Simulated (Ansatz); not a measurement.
Ge2Sb⁻. The state is a triplet with charge -1. Geometry PBE0-D4/def2-TZVP, that of the neutral doublet; atoms count from 1.

| atom | x (Å) | y (Å) | z (Å) |
| --- | --- | --- | --- |
| Sb1 | -0.098 | 0.565 | 1.346 |
| Ge2 | 0.860 | 0.663 | -1.008 |
| Ge3 | -0.763 | -1.228 | -0.338 |

In the def2 sets Sb takes a core potential; there is no spin–orbit coupling. The highest occupied level of the charge -1 triplet lies above zero (up to 0.49 eV). By energy differences its removal costs 1.08 eV (vertical, to the charge 0 doublet, at PBE0-D4/def2-TZVPD); a positive level beside a positive removal energy at the same level points to self-interaction error. At PBE0-D4/def2-TZVPD a singlet of charge -1 lies 1.18 eV below the triplet at the same geometry. The structure comes from a short search, and lower isomers may exist.

Question: Estimate the Mulliken populations from the PBE0/def2-TZVPD orbitals of Ansatz.

Answer: 
```tsv
atom	charge (e)	spin (α − β)
Sb1	-0.38	0.61
Ge2	-0.29	0.56
Ge3	-0.33	0.83
```
Mulliken values and Mayer orders depend strongly on the basis. With diffuse functions, as here, like atoms can get unlike values, and bond orders can come out too low or too high.

Question: Where does the spin sit?

Answer: Summed by element: Sb 0.61, Ge 1.39, of 2 unpaired in all. Largest on single atoms: Ge3 0.83, Sb1 0.61, Ge2 0.56.

Question: And the Mayer bond orders between bonded heavy atoms (over 0.3)?

Answer: Sb1–Ge2 1.34 (2.54 Å); Sb1–Ge3 1.25 (2.55 Å); Ge2–Ge3 1.24 (2.58 Å).
